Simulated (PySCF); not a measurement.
C₄H₆Si, SMILES `C=[SiH]C#CC`, neutral singlet in the gas phase. 

Cartesian coordinates (Å):
```xyz
11

C      2.9105     0.1400     0.2524
Si     1.5923    -0.8702    -0.1031
C     -0.1018    -0.3010    -0.2274
C     -1.2544     0.0586    -0.3171
C     -2.6276     0.4968    -0.4217
H      3.9186    -0.2525     0.3166
H      2.8002     1.2033     0.4271
H      1.7482    -2.3184    -0.3404
H     -3.1937    -0.1576    -1.0889
H     -3.1129     0.4864     0.5577
H     -2.6793     1.5146    -0.8160
```
Charge 0, spin multiplicity 1.

All levels are single points at this geometry (PBE0-D3(BJ)/def2-TZVP); Pople sets use spherical d functions. Orbital energies aren't observables, and empty levels follow the basis.

| level | HOMO (eV) | LUMO (eV) | gap (eV) | dipole (D) | vertical IE, Delta-SCF (eV) |
|---|---|---|---|---|---|
| PBE-D3(BJ)/def2-TZVP in PySCF | -5.26 | -2.08 | 3.18 | 2.51 | 8.03 |
| PBE0-D3(BJ)/def2-TZVP in PySCF | -6.20 | -1.29 | 4.91 | 2.63 | 7.98 |
| B3LYP/3-21G in PySCF | -5.88 | -0.97 | 4.91 | 1.94 | – |
| B3LYP/6-31G* in PySCF | -5.75 | -1.05 | 4.70 | 2.21 | 7.86 |
| M06-2X/6-31G* in PySCF | -7.02 | -0.15 | 6.87 | 2.24 | – |
| PBE/6-31G* in PySCF | -5.02 | -1.72 | 3.30 | 2.20 | 7.87 |
| SVWN5/6-31G* in PySCF | -5.14 | -1.87 | 3.27 | 2.23 | 8.09 |
| HF/3-21G in PySCF | -8.10 | 2.48 | 10.57 | 2.30 | – |
| HF/STO-3G in PySCF | -5.58 | 6.72 | 12.30 | 1.31 | – |
